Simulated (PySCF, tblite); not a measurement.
A set of runs on `C[C@@H]1C[C@@]1(F)C(=O)Br`; the geometry of each is named by its level. Settings lines and outputs come from a driver script.

Compound: C5H6BrFO.
SMILES with atom numbers: `[CH3:1][C@@H:2]1[CH2:3][C@@:4]1([F:5])[C:6](=[O:7])[Br:8]` (hydrogens: H9, H10, H11 on C1; H12 on C2; H13, H14 on C3)

Step 1: GFN2-xTB geometry optimisation, gas phase (tblite 0.8.0) (from a force-field or distance-geometry start)
```json
{"job": {"kind": "relax", "xc": "GFN2-xTB", "basis": "xTB"}, "charge": 0, "multiplicity": 1}
```
```
step      E/eV     max force
  0    -723.72981    4.870
  1    -723.90040    6.536
  2    -724.11040    1.488
...
 74    -724.38685    0.020
 75    -724.38689    0.016
 76    -724.38692    0.020
 77    -724.38695    0.015
 78    -724.38698    0.009
```

Energy lowered by 15.2 kcal/mol over 78 steps; largest atomic force 0.009 eV/Å at the end. «max force» is the largest atomic force in eV/Å.

Step 2: GFN2-xTB harmonic vibrations, gas phase (tblite 0.8.0) (on the GFN2-xTB geometry)
```json
{"job": {"kind": "ir", "xc": "GFN2-xTB", "basis": "xTB"}, "charge": 0, "multiplicity": 1}
```
```
(table of modes left out)
```

36 modes from 63 to 3112 cm⁻¹ (unscaled, harmonic); zero-point energy 62.2 kcal/mol; all wavenumbers are real at this level.

Step 3: TDDFT B3LYP/def2-SVPD, vertical, gas phase, core orbitals frozen in the response (PySCF 2.14.0, density-fitted response routines) (on the GFN2-xTB geometry)
```json
{"job": {"kind": "uv", "xc": "B3LYP", "basis": "def2-SVPD", "nstates": 8, "ntriplets": 3}, "charge": 0, "multiplicity": 1}
```
```
...
Static polarisability (au): isotropic 84.929, principal 68.832 86.760 99.195
Singlet excitations
state   eV       nm        f      main configurations
  1   4.8862    253.7   0.00027   H->L 0.88
  2   5.6061    221.2   0.00217   H-2->L 0.67, H-3->L 0.15, H->L 0.10
  3   5.7054    217.3   0.01267   H-1->L 0.76, H->L+1 0.13, H-2->L 0.08
  4   6.1718    200.9   0.13834   H->L+1 0.47, H-3->L 0.32, H-1->L 0.12
  5   6.3684    194.7   0.00168   H-1->L+1 0.94
  6   6.3909    194.0   0.10610   H-3->L 0.37, H-2->L+1 0.27, H->L+1 0.20
  7   6.7196    184.5   0.00634   H-4->L 0.95
  8   6.8368    181.3   0.00441   H-3->L+1 0.65, H-2->L+1 0.27
Triplet excitations (Tamm-Dancoff, eV): 4.4687 5.1537 5.3781
```

HOMO -8.09 eV, LUMO -1.70 eV; lowest singlet 4.89 eV; lowest triplet 4.47 eV (Tamm–Dancoff); mean polarisability 84.9 au.

Cost: about 1.7 min of CPU time on one thread; the machine was shared, so the figure is rough.

Geometry of the electronic-property runs (GFN2-xTB):
```
atom  x, y, z in Å
C1    -1.457    0.204    1.160
C2    -0.187    0.490    0.407
C3    -0.192    0.616   -1.078
C4     0.417   -0.616   -0.448
F5    -0.320   -1.763   -0.558
C6     1.845   -0.925   -0.466
O7     2.379   -1.977   -0.512
Br8    2.967    0.700   -0.379
H9    -1.237   -0.279    2.110
H10   -2.112   -0.447    0.586
H11   -1.976    1.139    1.360
H12    0.528    1.096    0.951
H13    0.468    1.320   -1.560
H14   -1.124    0.442   -1.596
```

 (This holds for the electronic-property runs.)

One conformer stands for the species.
